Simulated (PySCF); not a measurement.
Gas-phase reaction: In2O + 6 Cl → 2 InCl3 + O

Computed with PySCF and rigid-rotor harmonic-oscillator thermochemistry at 1 bar. † marks an energy on the PBE0/def2-TZVP geometry and frequencies; other levels use their own. Open shells (unrestricted): Cl (multiplicity 2), O (multiplicity 3); the rest are closed-shell singlets. Spin-orbit splitting is ignored; it lowers the true energy and changes the entropy of Cl, O. In: scalar-relativistic def2 core potential, no spin-orbit coupling.

```
level               ΔH°(298 K), kJ
------------------  --------------
BLYP/def2-TZVP†              -1032
PBE/def2-SVP                 -1170
PBE/def2-TZVP†               -1172
PBE0/def2-QZVP†              -1210
PBE0/def2-SVP†                   …
PBE0/def2-TZVP                   …
r2SCAN/def2-TZVP†                …
ωB97M-V/def2-TZVP†           -1232
ωB97X-V/def2-TZVP†               …
```

Question: Fill in the missing entries.

Answer: 
- PBE0/def2-SVP†, ΔH°(298 K), kJ: -1197
- PBE0/def2-TZVP, ΔH°(298 K), kJ: -1212
- r2SCAN/def2-TZVP†, ΔH°(298 K), kJ: -1227
- ωB97X-V/def2-TZVP†, ΔH°(298 K), kJ: -1232
